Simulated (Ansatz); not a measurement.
```yaml
crystal:
  periodic: [false, false, false]
  atoms:
    - {symbol: C, position_ang: [-3.222925, 3.117438, 3.608373]}
    - {symbol: C, position_ang: [-2.033250, 2.231051, 2.989943]}
    - {symbol: C, position_ang: [-2.344169, 1.577197, 1.524242]}
    - {symbol: C, position_ang: [-3.575692, 0.537573, 1.589110]}
    - {symbol: C, position_ang: [-0.986017, 0.950925, 0.831796]}
    - {symbol: C, position_ang: [-0.381507, -0.496402, 1.252297]}
    - {symbol: C, position_ang: [-0.314210, -0.731488, 2.856517]}
    - {symbol: C, position_ang: [1.182989, -0.634951, 0.749420]}
    - {symbol: C, position_ang: [1.678697, -0.348712, -0.788666]}
    - {symbol: C, position_ang: [0.861137, -1.185679, -1.896886]}
    - {symbol: C, position_ang: [1.715565, 1.225300, -1.192138]}
    - {symbol: C, position_ang: [3.209035, -0.874625, -0.814538]}
    - {symbol: O, position_ang: [3.645214, -1.851927, -1.515171]}
    - {symbol: O, position_ang: [4.033032, -0.109063, 0.061335]}
    - {symbol: C, position_ang: [5.514071, -0.469859, 0.093625]}
    - {symbol: C, position_ang: [6.320442, 0.299103, -1.032181]}
    - {symbol: C, position_ang: [6.492872, -0.294920, -2.377702]}
    - {symbol: C, position_ang: [7.212234, 0.442741, -3.429718]}
    - {symbol: C, position_ang: [7.764630, 1.781372, -3.152235]}
    - {symbol: C, position_ang: [7.594926, 2.381828, -1.816488]}
    - {symbol: C, position_ang: [6.875937, 1.643640, -0.764115]}
    - {symbol: C, position_ang: [-1.252612, -1.681447, 0.566477]}
    - {symbol: O, position_ang: [-2.090238, -1.518702, -0.389808]}
    - {symbol: O, position_ang: [-0.937786, -2.932063, 1.152470]}
    - {symbol: C, position_ang: [-1.613707, -4.250850, 0.692496]}
    - {symbol: C, position_ang: [-1.231927, -4.557863, -0.839616]}
    - {symbol: C, position_ang: [-0.960955, -5.341465, 1.675551]}
    - {symbol: C, position_ang: [-3.204325, -4.155054, 0.917512]}
    - {symbol: C, position_ang: [-2.664830, 2.825333, 0.549046]}
    - {symbol: O, position_ang: [-1.905426, 3.845280, 0.411210]}
    - {symbol: O, position_ang: [-3.874369, 2.664929, -0.185143]}
    - {symbol: C, position_ang: [-4.205066, 3.777265, -1.151378]}
    - {symbol: C, position_ang: [-5.541245, 3.368529, -1.894959]}
    - {symbol: C, position_ang: [-5.501847, 2.594293, -3.234119]}
    - {symbol: O, position_ang: [-5.788255, 4.067422, -3.197340]}
    - {symbol: H, position_ang: [-2.911718, 3.552675, 4.642470]}
    - {symbol: H, position_ang: [-4.195432, 2.498891, 3.775323]}
    - {symbol: H, position_ang: [-3.487390, 4.022606, 2.923844]}
    - {symbol: H, position_ang: [-1.768656, 1.377288, 3.732360]}
    - {symbol: H, position_ang: [-1.080276, 2.893761, 2.885842]}
    - {symbol: H, position_ang: [-3.795363, 0.078779, 0.548175]}
    - {symbol: H, position_ang: [-3.337068, -0.334933, 2.321715]}
    - {symbol: H, position_ang: [-4.543094, 1.059833, 1.965737]}
    - {symbol: H, position_ang: [-1.184729, 0.895775, -0.313314]}
    - {symbol: H, position_ang: [-0.153197, 1.749492, 0.979219]}
    - {symbol: H, position_ang: [0.249259, 0.150977, 3.363242]}
    - {symbol: H, position_ang: [-1.369958, -0.813403, 3.334501]}
    - {symbol: H, position_ang: [0.253778, -1.714780, 3.099431]}
    - {symbol: H, position_ang: [1.813741, 0.055829, 1.444236]}
    - {symbol: H, position_ang: [1.497817, -1.726886, 1.014371]}
    - {symbol: H, position_ang: [1.372334, -1.077447, -2.935868]}
    - {symbol: H, position_ang: [-0.233827, -0.811539, -1.979568]}
    - {symbol: H, position_ang: [0.844338, -2.319675, -1.643162]}
    - {symbol: H, position_ang: [2.310561, 1.368109, -2.183763]}
    - {symbol: H, position_ang: [2.237731, 1.863567, -0.372929]}
    - {symbol: H, position_ang: [0.647997, 1.645698, -1.365046]}
    - {symbol: H, position_ang: [5.866671, -0.148428, 1.153242]}
    - {symbol: H, position_ang: [5.620218, -1.622058, -0.025843]}
    - {symbol: H, position_ang: [6.040100, -1.335699, -2.591951]}
    - {symbol: H, position_ang: [7.343186, -0.032383, -4.475517]}
    - {symbol: H, position_ang: [8.329779, 2.358309, -3.979441]}
    - {symbol: H, position_ang: [8.028189, 3.429817, -1.592598]}
    - {symbol: H, position_ang: [6.745422, 2.114715, 0.284718]}
    - {symbol: H, position_ang: [-1.663410, -5.594298, -1.146841]}
    - {symbol: H, position_ang: [-1.666629, -3.749709, -1.549619]}
    - {symbol: H, position_ang: [-0.076346, -4.597438, -0.972649]}
    - {symbol: H, position_ang: [-1.205182, -5.092634, 2.785589]}
    - {symbol: H, position_ang: [-1.378563, -6.400037, 1.434558]}
    - {symbol: H, position_ang: [0.195579, -5.364849, 1.551214]}
    - {symbol: H, position_ang: [-3.682525, -3.372326, 0.207321]}
    - {symbol: H, position_ang: [-3.440979, -3.859662, 2.018476]}
    - {symbol: H, position_ang: [-3.688286, -5.193412, 0.712014]}
    - {symbol: H, position_ang: [-4.325115, 4.780241, -0.567158]}
    - {symbol: H, position_ang: [-3.336322, 3.926985, -1.914173]}
    - {symbol: H, position_ang: [-6.474847, 3.244199, -1.210000]}
    - {symbol: H, position_ang: [-4.473323, 2.287268, -3.681200]}
    - {symbol: H, position_ang: [-6.394909, 1.910653, -3.526154]}
basis:
  gaussian: {orbitals: cc-pVDZ, fitting: {mean_field: def2-universal-jkfit}, final_grid: {core_spheres: 20, valence_spheres: 16, degree: 47}, nuclear_model: gaussian}
magnetization: {spin_polarized: true, initial_magnetization: 0}
hamiltonian: {xc: {name: HF}}
scf: {omitted_lower_state_checks: [starts]}
output: {forces: true}
```

```sh
$ ansatz run in.yaml --threads 2 --pin off --events-out ev --progress --plain --max-ram 22528MiB --backend cuda --devices 0, --max-vram 18GiB
```

It prints (some lines left out):

```
Functional definition: HF
3395 factors; integrals over basis functions are off by at most 2.7e-1 eV
mean field evaluation 1: about -43748.8394 eV, gradient 6.4e1 eV
mean field evaluation 2: about -43764.9295 eV, gradient 4.1e1 eV
mean field evaluation 4: about -43771.5538 eV, gradient 3.4e0 eV
mean field evaluation 8: about -43771.6178 eV, gradient 7.5e-4 eV
mean field -43772.06199540 eV, -1608.5936085618 hartree, gradient 1.3e-5 eV, S^2 0.976688; 1 other end points of the search recorded, 0 dependent functions left out
reference -43772.06199540 eV, -1608.5936085618 hartree; 133, 133 occupied and 567, 567 virtual orbitals, 3395 factors
Total energy: -43772.06199540 eV, -1608.5936085618 hartree
Atom 0 force    -0.374880     0.270731     0.127334 eV/Å
Atom 1 force     0.584762    -0.044749     0.133733 eV/Å
Atom 2 force     0.028729     0.377536    -0.022903 eV/Å
Atom 3 force    -0.401289    -0.165257    -0.166835 eV/Å
Atom 4 force     0.338622     0.501654    -0.769270 eV/Å
Atom 5 force    -0.028213    -0.175872    -0.064776 eV/Å
Atom 6 force     0.055290    -0.231368     0.338948 eV/Å
Atom 7 force     0.675358    -0.325376     0.679718 eV/Å
Atom 8 force     0.315516    -0.132519    -0.213625 eV/Å
Atom 9 force    -0.039313    -0.227170    -0.309985 eV/Å
Atom 10 force     0.111890     0.332963    -0.086972 eV/Å
Atom 11 force     2.515219    -2.625955    -1.519351 eV/Å
Atom 12 force    -2.439635     5.782485     4.210935 eV/Å
Atom 13 force     0.203509    -2.822636    -2.454598 eV/Å
Atom 14 force    -0.149415    -0.228084     0.051673 eV/Å
Atom 15 force     0.170378     0.453771    -0.534970 eV/Å
Atom 16 force     0.100607     0.399321     0.188670 eV/Å
Atom 17 force    -0.041947     0.223620     0.510793 eV/Å
Atom 18 force    -0.276768    -0.284954     0.405870 eV/Å
Atom 19 force    -0.186277    -0.529568    -0.111743 eV/Å
Atom 20 force     0.023777    -0.254695    -0.390994 eV/Å
Atom 21 force    -2.472535    -1.030456    -2.631325 eV/Å
Atom 22 force     4.834740    -1.068443     5.577372 eV/Å
Atom 23 force    -1.955223     1.592891    -2.422965 eV/Å
Atom 24 force     0.013760    -0.007017     0.047056 eV/Å
Atom 25 force     0.048939     0.072666    -0.135045 eV/Å
Atom 26 force     0.150555     0.086785     0.139053 eV/Å
Atom 27 force    -0.112233     0.112553     0.012998 eV/Å
Atom 28 force     1.327368     3.500588    -1.510066 eV/Å
Atom 29 force    -4.595470    -5.982024     0.729176 eV/Å
Atom 30 force     2.747492     2.416905     0.303231 eV/Å
Atom 31 force     0.426340     0.402951    -0.108360 eV/Å
Atom 32 force    -0.316825    -0.397473    -1.918387 eV/Å
Atom 33 force    -0.139123     1.566499     1.267406 eV/Å
Atom 34 force     0.986834    -3.639834     2.238216 eV/Å
Atom 35 force    -0.476367    -0.874232    -1.960188 eV/Å
Atom 36 force     1.894783     1.126071    -0.326577 eV/Å
Atom 37 force     0.554769    -1.747770     1.264606 eV/Å
Atom 38 force    -0.621412     1.654077    -1.437580 eV/Å
Atom 39 force    -1.898249    -1.217727     0.197735 eV/Å
Atom 40 force     0.490366     0.949225     2.043738 eV/Å
Atom 41 force    -0.380463     1.739406    -1.375195 eV/Å
Atom 42 force     1.904531    -0.949343    -0.723959 eV/Å
Atom 43 force     0.303722     0.080107     2.292791 eV/Å
Atom 44 force    -1.614569    -1.608277    -0.201683 eV/Å
Atom 45 force    -1.083089    -1.645325    -1.052073 eV/Å
Atom 46 force     2.037364     0.153566    -0.986013 eV/Å
Atom 47 force    -1.090896     1.910161    -0.539259 eV/Å
Atom 48 force    -1.285651    -1.296133    -1.377669 eV/Å
Atom 49 force    -0.633946     2.076034    -0.570164 eV/Å
Atom 50 force    -0.929797    -0.146084     2.020514 eV/Å
Atom 51 force     2.157367    -0.675593     0.218333 eV/Å
Atom 52 force     0.076395     2.224766    -0.425369 eV/Å
Atom 53 force    -1.104147    -0.351523     1.874403 eV/Å
Atom 54 force    -1.001111    -1.288968    -1.554699 eV/Å
Atom 55 force     2.059192    -0.903669     0.344226 eV/Å
Atom 56 force    -0.846243    -0.575502    -2.168533 eV/Å
Atom 57 force    -0.313149     2.432734     0.224015 eV/Å
Atom 58 force     0.936710     2.172926     0.414255 eV/Å
Atom 59 force    -0.271707     0.981523     2.152343 eV/Å
Atom 60 force    -1.163449    -1.183721     1.704211 eV/Å
Atom 61 force    -0.895888    -2.153524    -0.455387 eV/Å
Atom 62 force     0.268730    -0.941512    -2.162936 eV/Å
Atom 63 force     0.768324     1.927137     0.668037 eV/Å
Atom 64 force     0.830988    -1.558059     1.447413 eV/Å
Atom 65 force    -2.202408     0.083714     0.326153 eV/Å
Atom 66 force     0.437593    -0.427561    -2.136944 eV/Å
Atom 67 force     0.733953     2.034925     0.385401 eV/Å
Atom 68 force    -2.214868     0.087131     0.199475 eV/Å
Atom 69 force     0.996524    -1.529937     1.378368 eV/Å
Atom 70 force     0.517483    -0.554927    -2.070205 eV/Å
Atom 71 force     0.989924     1.908546     0.365822 eV/Å
Atom 72 force     0.145277    -2.172692    -1.097553 eV/Å
Atom 73 force    -1.786711    -0.484042     1.598505 eV/Å
Atom 74 force     1.949288     0.383310    -1.564017 eV/Å
Atom 75 force    -2.184227     0.826083     0.887045 eV/Å
Atom 76 force     1.814525     1.614208     0.588608 eV/Å
Dipole moment:     0.061683    -0.688486     0.672286 e Å
Checks for a lower state left out: starts
```

Hardware: 2 threads of AMD EPYC 7R13 on a shared host and a share (18 GiB) of an NVIDIA H100 80GB HBM3. Wall time 16 s, peak host memory 2.1 GiB.

The unrestricted singlet has broken spin symmetry (⟨S²⟩ up to 0.98).
